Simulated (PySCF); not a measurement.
Q: What does the PBE0-D3(BJ)/def2-SVP structure of `[NH2][GeH2][CH2]CF` look like in three dimensions?

A: 
```
atom  x, y, z in Å
N1     1.8368    0.7613   -0.4891
Ge2    0.9968   -0.8616   -0.2927
C3    -0.7974   -0.6948    0.5305
C4    -1.4084    0.6432    0.1933
F5    -1.3042    0.8816   -1.1660
H6     2.1277    1.2089    0.3753
H7     1.2939    1.4254   -1.0361
H8     0.8658   -1.4808   -1.6933
H9     1.8980   -1.7347    0.6019
H10   -1.4312   -1.5180    0.1631
H11   -0.7206   -0.8029    1.6242
H12   -2.4774    0.7001    0.4619
H13   -0.8770    1.4579    0.7148
```

Orientation and origin are arbitrary. Atoms count from 1 in this order. Of the pairs four or more bonds apart, F5···H7 is among the closest relative to their van der Waals radii: 2.66 Å, 100 % of the sum of Bondi's values. Ge2 (germanium bonded to C, N and 2 H) is tetrahedral (angles from 107.2° to 112.6°). N1 (nitrogen bonded to Ge and 2 H) is pyramidal (angles 115.4°, 113.0° and 108.8°, sum 337.2°, 0.34 Å off the plane of its three neighbours).

Bonds between heavy atoms (Å): N1–Ge2 1.838, Ge2–C3 1.981, C3–C4 1.509, C4–F5 1.384.

Computed with PBE0-D3(BJ)/def2-SVP geometry optimisation, gas phase in PySCF 2.14.0.

Point group: C1 (no symmetry element, even within 0.4 Å). Stationary, but not proved a minimum. The numbers are those of one conformer (H–N1–Ge2–C3 69° and -57°, N1–Ge2–C3–C4 29°, Ge2–C3–C4–F5 49°).

On an Arm Neoverse V1 with one thread, shared host with 32 logical CPUs at a one-minute load of 16, this took 72 s of wall time and 0.55 GiB of memory at its peak. These figures are those of the optimisation.
